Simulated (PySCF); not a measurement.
## Removing an electron from `Fc1ccc(Br)cc1`

Species: C6H4BrF.
Atom-mapped SMILES: `[F:1][c:2]1[cH:3][cH:4][c:5]([Br:6])[cH:7][cH:8]1` (hydrogens: H9 on C3; H10 on C4; H11 on C7; H12 on C8)

Cartesian coordinates in Å at the PBE0-D3(BJ)/def2-SVP level; atoms count from 1:
```
atom  x, y, z in Å
F1    -3.1384   -0.2368   -0.0278
C2    -1.8111   -0.1523    0.0113
C3    -1.0569   -1.3195    0.0370
C4     0.3323   -1.2310    0.0756
C5     0.9435    0.0226    0.0882
Br6    2.8256    0.1426    0.1371
C7     0.1792    1.1889    0.0640
C8    -1.2101    1.1009    0.0254
H9    -1.5634   -2.2860    0.0262
H10    0.9404   -2.1367    0.0953
H11    0.6686    2.1640    0.0749
H12   -1.8339    1.9961    0.0058
```

Level: wB97X-D/def2-SVPD (PySCF). Frontier orbitals with their largest atomic shares (Löwdin; up to four atoms above 4 %):

| orbital | ε (eV) | main atoms |
| --- | --- | --- |
| HOMO−3 | -11.06 | Br6 51 %, C5 12 %, C2 9 %, F1 7 % |
| HOMO−2 | -10.40 | Br6 84 %, C5 9 % |
| HOMO−1 | -9.85 | C8 20 %, C3 20 %, C4 20 %, C7 20 % |
| HOMO | -8.86 | ? |
| LUMO | 0.76 | C7 19 %, C4 19 %, C3 18 %, C8 18 % |
| LUMO+1 | 1.03 | C5 22 %, C2 20 %, C4 11 %, C7 11 % |
| LUMO+2 | 1.47 | Br6 65 %, C5 18 % |

What vertical ionisation energy does ΔSCF give, and how far is −ε(HOMO) from it?

ΔSCF: 9.05 eV (873 kJ/mol; threshold wavelength 137 nm); ⟨S²⟩ of the doublet left behind is 0.764, against 0.75 for a pure doublet. −ε(HOMO) is 8.86 eV, 0.19 eV below it. In exact Kohn–Sham theory the two would be equal; wB97X-D (range-separated hybrid) comes within 0.19 eV of that here.

On which atoms does the HOMO lie?

Br6 (aryl bromine) 30 %, C5 (aromatic C–Br carbon) 18 %, C2 (aromatic C–F carbon) 15 %, C7 (aromatic CH carbon) 8 %, so no atom holds as much as 40 %. The HOMO−1 lies 0.99 eV lower.

With α = 90.0 au, estimate the like-pair dispersion coefficient by London's formula C6 = (3/4)α²I.

I = 0.3324 Eh, so C6 ≈ 2020 au, a rough estimate.

What total energies stand behind the ΔSCF value?

E(N) = -2904.44880 Eh and E(N − 1) = -2904.11637 Eh at the same geometry, 0.33243 Eh apart.

Geometry: PBE0-D3(BJ)/def2-SVP; no solvent, vibrations or thermal averaging. The calculation is non-relativistic, for bromine too.

The run behind these numbers computed excited states and ΔSCF ions as well. Time: 2.0 min. Hardware: one thread of an x86-64 server, shared host.

Note: wB97X-D ran without an empirical dispersion term, which enters the total energy and its gradient alone.
